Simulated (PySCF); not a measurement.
# A small calculation by hand: oscillator strength and radiative lifetime

1,3-dibromopropa-1,2-diene (C₃H₂Br₂), SMILES BrC=C=CBr.

Coordinates come from a B3LYP-D3(BJ)/def2-SVP optimisation.

TDDFT-PBE/def2-SVPD (PySCF) puts the first singlet state with f over 0.02 at 5.15 eV (vertical), with the transition dipole (1.974, 0.008, 0.000) in atomic units.

### Question
Find the oscillator strength, the wavelength and the radiative lifetime that this transition would have in vacuum if emission retraced absorption.

### Answer

|μ|² = 3.8967 au, so |μ| = 5.02 D. ΔE = 5.15/27.211 = 0.1893 hartree. f = (2/3) ΔE |μ|² = 0.492 (the program prints 0.492).
λ = 1239.84/5.15 = 241 nm; ν = 41538 cm⁻¹.
Einstein's coefficient A = 0.6670 ν² f s⁻¹ (ν in cm⁻¹) = 5.7e8 s⁻¹, so τ = 1/A = 1.8 ns. This state is S8; the lower singlets have f = 0.001, 0.001, 0.000, 0.000, 0.000, 0.000, 0.010. The figure is the radiative limit of this one transition; relaxation, internal conversion, crossing to triplets and a medium change what is measured.
